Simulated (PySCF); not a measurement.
This PySCF input asks for the NMR shieldings of SMILES C=C[PH+]1CCCCCC1, [C8H16P]+; the geometry comes from GFN2-xTB.

```python
import basis_set_exchange as bse
import numpy as np
from pyscf import gto, dft
from pyscf.prop import nmr

atoms = """
C     3.669794   -0.011230   -0.727953
C     2.694683    0.123576    0.160172
P     0.957916   -0.012539   -0.257916
C     0.173247    1.590746    0.087552
C    -1.312040    1.701628   -0.260131
C    -2.159044    0.552017    0.286274
C    -1.941418   -0.757611   -0.486638
C    -1.137594   -1.822309    0.257364
C     0.225882   -1.328403    0.758675
H     3.478085   -0.212463   -1.770296
H     4.705329    0.075890   -0.442293
H     2.897207    0.325367    1.205979
H     0.901803   -0.326136   -1.599564
H     0.748128    2.358187   -0.440906
H     0.321832    1.745579    1.164385
H    -1.439137    1.754783   -1.342966
H    -1.672557    2.644951    0.153338
H    -1.955372    0.410294    1.348374
H    -3.205147    0.845958    0.202060
H    -1.445261   -0.535178   -1.438499
H    -2.907297   -1.196151   -0.739162
H    -0.991080   -2.668393   -0.415107
H    -1.709166   -2.184420    1.112604
H     0.147413   -0.897324    1.763866
H     0.942858   -2.152674    0.814250
"""
names = dict.fromkeys(["C", "P", "H"], "pcSseg-1")
basis = {el: gto.basis.parse(bse.get_basis(n, elements=[el], fmt="nwchem")) for el, n in names.items()}
mol = gto.M(atom=atoms, basis=basis, charge=1, verbose=0)
mf = dft.RKS(mol, xc="PBE0")
mf.grids.level = 2
mf.grids.alignment = dft.numint.BLKSIZE   # the property module wants whole blocks of grid points
mf.conv_tol = 1e-9
mf.kernel()

calc = nmr.RKS(mf)   # GIAO
C = mf.mo_coeff
Co = C[:, mf.mo_occ > 0]
resp = mf.gen_response(singlet=True, hermi=2)
def vind(x):   # induced exchange potential for any number of trial vectors
    d = np.einsum("pi,xij,qj->xpq", C, 2 * x.reshape(-1, C.shape[1], Co.shape[1]), Co, optimize=True)
    return np.einsum("xpq,pi,qj->xij", resp(d - d.transpose(0, 2, 1)), C, Co, optimize=True).ravel()
mo1, _ = nmr.rhf.solve_mo1(calc, with_cphf=vind)
sigma = calc.kernel(mo1)
for i, s in enumerate(sigma):   # ppm
    print("%2d %-2s %9.2f" % (i, mol.atom_pure_symbol(i), np.trace(s) / 3))
```

Problem. What does it print?

Solution. 
```
 0 C      31.75
 1 C      64.25
 2 P     320.08
 3 C     156.44
 4 C     156.52
 5 C     159.86
 6 C     154.01
 7 C     163.24
 8 C     159.78
 9 H      24.72
10 H      24.44
11 H      25.43
12 H      25.85
13 H      28.95
14 H      29.44
15 H      30.13
16 H      29.13
17 H      30.68
18 H      29.18
19 H      30.91
20 H      28.94
21 H      29.56
22 H      29.50
23 H      28.96
24 H      28.94
```

These numbers come from an equivalent density-fitted implementation of the same equations, which agrees with the script to about 0.01 ppm for H and up to a few tenths of a ppm for heavy atoms, so last digits may differ.

Problem. Turn these shieldings into chemical shifts. Shifts are taken against calculated references (same method and geometry level): $^{13}$C (σ = 186.93 ppm), $^{1}$H (σ = 31.72 ppm) vs TMS; $^{31}$P (σ = 318.38 ppm) against H3PO4.

Solution. Averaging equivalent atoms: C 0: 155.2; C 1: 122.7; C 5/6: 30.0; C 3/8: 28.8; C 4/7: 27.0; P 2: -1.7; H 10: 7.27; H 9: 7.00; H 11: 6.28; H 12: 5.86; H 13/24: 2.77; H 14/23: 2.52; H 16/22: 2.40; H 17/20: 1.91; H 15/21: 1.87; H 18/19: 1.68 ppm. Experimental scales use liquid or dissolved standards, which lie at an offset from isolated H3PO4.

Size and cost of the density-fitted run: 240 basis functions, 56 s wall time on 1 thread of an Arm Neoverse V1, shared host; peak memory 1.1 GiB.
